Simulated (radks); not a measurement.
Q: Radial electron density D(r) = 4 pi r^2 rho(r) of an atom or ion with 41 electrons. Calculated with a radial shooting solver on a logarithmic mesh with Libxc functionals: Dirac Kohn-Sham, BLYP, spin-unpolarised, spherical densities, point nucleus.

r (bohr)  D(r) (e/bohr)
0.001607          1.959
0.002161          3.284
0.002905          5.419
0.003906          8.752
0.005252          13.73
0.007061          20.73
0.009493          29.71
0.01276           39.77
0.01716           48.70
0.02307           53.35
0.03102           51.79
0.0417            46.72
0.05607           46.03
0.07538           54.98
0.1013            65.02
0.1363            60.27
0.1832            44.84
0.2463            42.32
0.3311            49.94
0.4452            40.33
0.5986            19.49
0.8048            11.41
1.082             11.48
1.455             8.015
1.956             3.600
2.629             1.295
3.535            0.3890
4.753           0.07739
6.39           0.007587
8.592         0.0002810

What is the nuclear charge?

A: Z = 42. The innermost maximum, from 1s, lies near gamma/Z bohr with gamma = sqrt(1 - (Z/c)^2) = 0.952, here 0.0227 bohr (found: 0.0248), and its height grows with Z. The density is that of the molybdenum ion Mo+ in [Kr] 4d5; the configuration itself is not fixed sharply by these data, and Z only to a few units. D(r) has 4 maxima, at r = 0.0248, 0.109, 0.342, 1.01 bohr, and minima at 0.0497, 0.220, 0.844 bohr, inside which lie 2.05, 11.13, 29.29 electrons.
